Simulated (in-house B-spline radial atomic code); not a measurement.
# Binding energies in the magnesium ion Mg³⁺

NIST's tabulated ground configuration is [He] 2s2 2p5; each binding energy is the energy of the ion with one electron taken from that subshell, relaxed, less that of the parent. All numbers are computed (Dirac-Hartree-Fock, average of configuration; Fermi nucleus of rms radius 3.057 fm) with an all-electron radial atomic-structure program (B-spline basis), not measured. Energies include first-order Breit, QED and recoil terms.

```json
{"subshell": "1s", "X-ray name": "K", "binding energy (eV)": "1374.1", "-ε (eV)": "1393.8", "relaxation (eV)": "18.8"}
{"subshell": "2s", "X-ray name": "L1", "binding energy (eV)": "147.9", "-ε (eV)": "150.1", "relaxation (eV)": "2.2"}
{"subshell": "2p", "X-ray name": "L2,3", "binding energy (eV)": "110", "-ε (eV)": "112.6", "relaxation (eV)": "2.6"}
```

Relaxation = -ε minus the binding energy without Breit, QED and recoil terms.

Problem. What does it cost to remove both a 1s and a 2p electron?

Solution. 1528.9 eV, which is 44.84 eV more than the two single binding energies together.

Problem. What does it cost to remove two 2s electrons?

Solution. 329.66 eV, which is 33.95 eV more than the two single binding energies together.

Problem. What does it cost to remove both a 2s and a 2p electron?

Solution. 288.46 eV, which is 30.64 eV more than the two single binding energies together.
